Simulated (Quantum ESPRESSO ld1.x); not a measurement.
All-electron atom: Cl III in [Ne] 3s2 3p3 (the NIST ground configuration). Calculated with ld1.x of Quantum ESPRESSO 7.5: scalar-relativistic Kohn-Sham, PBE, spin-unpolarised, spherical densities, point nucleus.

Radial electron density D(r) = 4 pi r^2 rho(r):

```
   r/bohr * D(r) (the largest magnitude, 19.7, reaches the edge; | marks zero)
 0.003844 | *
 0.004369 | *
 0.005006 |  *
 0.005689 |  *
 0.006518 |   *
 0.007408 |    *
 0.008487 |     *
 0.009646 |       *
  0.01105 |         *
  0.01256 |           *
  0.01439 |              *
  0.01636 |                 *
  0.01859 |                    *
   0.0213 |                        *
   0.0242 |                             *
  0.02773 |                                  *
  0.03152 |                                      *
  0.03611 |                                           *
  0.04104 |                                               *
  0.04702 |                                                   *
  0.05344 |                                                     *
  0.06122 |                                                      *
  0.06958 |                                                     *
  0.07972 |                                                   *
  0.09061 |                                                *
    0.103 |                                            *
    0.118 |                                        *
   0.1341 |                                     *
   0.1536 |                                    *
   0.1746 |                                     *
      0.2 |                                         *
   0.2274 |                                             *
   0.2605 |                                                  *
   0.2961 |                                                     *
   0.3392 |                                                     *
   0.3855 |                                                 *
   0.4381 |                                          *
    0.502 |                                 *
   0.5705 |                        *
   0.6536 |                *
   0.7429 |           *
   0.8511 |         *
   0.9673 |         *
    1.108 |          *
     1.26 |          *
    1.443 |         *
     1.64 |        *
    1.879 |     *
    2.136 |   *
    2.427 | *
    2.781 |*
    3.161 |*
    3.621 *
    4.116 *
    4.715 *
    5.359 *
     6.14 *
```

D(r) has 3 maxima, at r = 0.0617, 0.313, 1.26 bohr, and minima at 0.151, 0.915 bohr, inside which lie 2.17, 10.40 electrons.
